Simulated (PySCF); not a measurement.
C3H5F3Si, SMILES C(C[Si](F)(F)F)=C (GFN2-xTB optimised geometry):

```
12

C     -2.537    -0.397    -2.151
C     -1.727    -1.005    -1.305
C     -0.229    -0.967    -1.396
Si     0.537     0.034     0.000
F      2.125     0.034     0.000
F      0.139     1.569     0.000
F      0.145    -0.473     1.452
H     -2.162     0.175    -2.984
H     -3.606    -0.447    -2.049
H     -2.125    -1.569    -0.473
H      0.154    -1.990    -1.359
H      0.064    -0.547    -2.360
```

Calculation: B3LYP/def2-TZVP (PySCF).

Question: What are the frontier orbital energies and the dipole moment?

Answer: HOMO-2 -10.64 eV, HOMO-1 -10.11 eV, HOMO -7.67 eV, LUMO -0.53 eV, LUMO+1 0.55 eV; dipole moment 2.80 D.

Meta-Löwdin charges at B3LYP/def2-TZVP: C1 -0.26, C2 -0.09, C3 -0.48, Si4 1.67, F5 -0.49, F6 -0.49, F7 -0.49, H8 0.12, H9 0.13, H10 0.12, H11 0.14, H12 0.14.
